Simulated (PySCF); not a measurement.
Identify the unknown among the candidates.

All candidates are C4H3F5O.

| technique | computed result |
| --- | --- |
| Dipole | 0.58 D [PBE0/pcSseg-1] |
| 1H NMR | chemical shifts (computed TMS as zero) by class: 6.34 (1 H), 5.86 (1 H), 5.65 (1 H) ppm [GIAO PBE0/pcSseg-1] |
| NMR, other nuclei | isotropic shieldings of nuclei other than C and H, by class: 160 (1 O), 246 (3 F), 297 (2 F) ppm [GIAO PBE0/pcSseg-1] |
| 13C NMR | chemical shifts (computed TMS as zero) by class: 160.0 (1 C), 129.6 (1 C), 117.5 (1 C), 105.8 (1 C) ppm [GIAO PBE0/pcSseg-1] |
| Rotational structure | rotational constants A, B, C: 2.778, 0.707, 0.684 GHz [GFN2-xTB] |

The electronic properties come from PySCF, for the isolated species, density fitting. Levels stand in brackets. One conformer (not necessarily the lowest) at the GFN2-xTB geometry, without solvent, vibrations or thermal averaging. NMR values are class means; diastereotopic atoms form classes of their own.

Question: Which candidate is it?
A. `FC(F)(F)[C@H]1OCC1(F)F`
B. `C=C(OC(F)(F)F)C(F)F`
C. `COC(=C(F)F)C(F)(F)F`
D. `FC(F)=COCC(F)(F)F`

Answer: B. It is `C=C(OC(F)(F)F)C(F)F`. Numbering: `[CH2:1]=[C:2]([O:3][C:4]([F:5])([F:6])[F:7])[CH:8]([F:9])[F:10]`. Its formula, C4H3F5O, gives 1 degree of unsaturation: 0 rings and 1 π bond in the structure found. 4 carbons fall into 4 classes; from least to most shielded: vinylic carbon bearing oxygen [C2] (160.0 ppm), CF3 carbon [C4] (129.6 ppm), CHF2 carbon [C8] (117.5 ppm), terminal =CH2 carbon [C1] (105.8 ppm). Hydrogen classes from least to most shielded: 1 H on a CHF2 carbon, C8 (6.34 ppm), 1 H on a terminal =CH2 carbon, C1 (5.86 ppm), 1 H on a terminal =CH2 carbon, C1 (5.65 ppm). The other shieldings belong to: 160 ppm, ether oxygen [O3]; 246 ppm, fluorine of a CF3 group [F5/F6/F7]; 297 ppm, fluorine of a CF2 group [F9/F10]. The optimised geometry has point group C1 and is an asymmetric top.

The others, at the same levels:
- `COC(=C(F)F)C(F)(F)F` fails: its computed 13C shifts are 165.0 (1 C), 129.8 (1 C), 121.2 (1 C), 59.5 (1 C) ppm, 1H shifts are 3.99 (3 H) ppm and rotational constant A is 1.746 GHz (against 2.778 GHz).
- `FC(F)(F)[C@H]1OCC1(F)F` fails: its computed 13C shifts are 131.0 (1 C), 122.7 (1 C), 92.3 (1 C), 85.9 (1 C) ppm, 1H shifts are 5.22 (1 H), 5.15 (1 H), 5.08 (1 H) ppm and rotational constant A is 2.183 GHz (against 2.778 GHz).
- `FC(F)=COCC(F)(F)F` fails: its computed 13C shifts are 166.1 (1 C), 131.6 (1 C), 115.1 (1 C), 71.9 (1 C) ppm, 1H shifts are 6.15 (1 H), 4.34 (2 H) ppm and rotational constant A is 3.255 GHz (against 2.778 GHz).

Each candidate is one conformer, not necessarily the lowest. Dipoles, sizes and rotational constants follow the conformer. The torsions of the flexible species, by atom-mapped SMILES:
- `[CH2:1]=[C:2]([O:3][C:4]([F:5])([F:6])[F:7])[CH:8]([F:9])[F:10]`: C1–C2–O3–C4 2°, C2–O3–C4–F5 179°, C1–C2–C8–F9 -73°
- `[CH3:1][O:2][C:3](=[C:4]([F:5])[F:6])[C:7]([F:8])([F:9])[F:10]`: C1–O2–C3–C4 0°, O2–C3–C7–F8 59°
- `[F:1][C:2]([F:3])([F:4])[C@H:5]1[O:6][CH2:7][C:8]1([F:9])[F:10]`: F1–C2–C5–O6 -49°
- `[F:1][C:2]([F:3])=[CH:4][O:5][CH2:6][C:7]([F:8])([F:9])[F:10]`: C2–C4–O5–C6 0°, C4–O5–C6–C7 180°, O5–C6–C7–F8 -61°
